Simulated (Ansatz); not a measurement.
Basis-set extrapolation for AlFH4NOP, SMILES `[NH2][Al]([F])[PH]O` (PBE0-D4/def2-TZVP geometry, frozen core, Ansatz). Multiplicity 1, RHF reference.

|  | def2-TZVPP | def2-QZVPP |
| --- | --- | --- |
| HF | -814.003747 | -814.032713 |
| MP2 correlation | -0.929648 | -1.008700 |
| CCSD(T) correlation | -0.993509 | not run |

Energies in hartree. Use E(X) = E(∞) + A·exp(−7.88·√X) for Hartree–Fock and E(X) = E(∞) + B·X^(−2.97) for correlation, with X = 3 and 4, and add CCSD(T) minus MP2 of the smaller set to the MP2 limit.

Question: What is the CCSD(T) energy at the basis-set limit?

Answer: HF limit: -814.032713 + (-0.028966) × 0.13774 = -814.03670. MP2 limit: -1.008700 + (-0.079052) × 0.74074 = -1.06726. Higher-order term: -0.993509 − (-0.929648) = -0.06386. Total: -815.16782 hartree, 4.64 eV below CCSD(T)/def2-TZVPP.
